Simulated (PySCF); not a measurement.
wavenumber (cm⁻¹), absorption (km/mol per cm⁻¹) and a bar:
```
        0      0.005 
       11      0.007 
       22      0.009 
       33      0.013 
       43      0.020 
       54      0.037 
       65      0.089 #
       76      0.311 ####
       87      0.291 ###
       98      0.085 #
      109      0.039 
      119      0.024 
      130      0.017 
      141      0.016 
      152      0.010 
      163      0.008 
      174      0.007 
      185      0.006 
      195      0.006 
      206      0.006 
      217      0.006 
      228      0.006 
      239      0.006 
      250      0.007 
      261      0.008 
      271      0.009 
      282      0.010 
      293      0.012 
      304      0.015 
      315      0.020 
      326      0.031 
      337      0.063 #
      348      0.197 ##
      358      0.189 ##
      369      0.067 #
      380      0.041 
      391      0.036 
      402      0.038 
      413      0.045 
      424      0.058 #
      434      0.081 #
      445      0.125 #
      456      0.220 ###
      467      0.491 ######
      478      1.609 ###################
      489      2.498 ##############################
      500      0.752 #########
      510      0.376 ####
      521      0.409 #####
      532      1.049 #############
      543      0.789 #########
      554      0.254 ###
      565      0.121 #
      576      0.073 #
      586      0.049 #
      597      0.036 
      608      0.028 
      619      0.022 
      630      0.018 
      641      0.015
```

This is the computed harmonic infrared spectrum of quartet MnSCl₂, Lorentzian lines of 16 cm⁻¹ full width. Method: PySCF, UPBE, basis Mn def2-SVP, S def2-SVP, Cl def2-SVP (no relativity, density fitting).

Question: Which bands make it up, and how are they assigned?

Answer: In C2v symmetry, counting bands above 1 % of the strongest: 81 cm⁻¹ (b1, bend, 11 km/mol); 353 cm⁻¹ (a1, stretch, 6.6 km/mol); 485 cm⁻¹ (b2, stretch, 74 km/mol); 536 cm⁻¹ (a1, stretch, 31 km/mol).

The determinant is spin-contaminated (⟨S²⟩ = 3.96, pure value 3.75). Only a few start shapes were tried, so a lower isomer may exist. Open d and f shells are described by one determinant, and the ground state may have another occupation or spin.
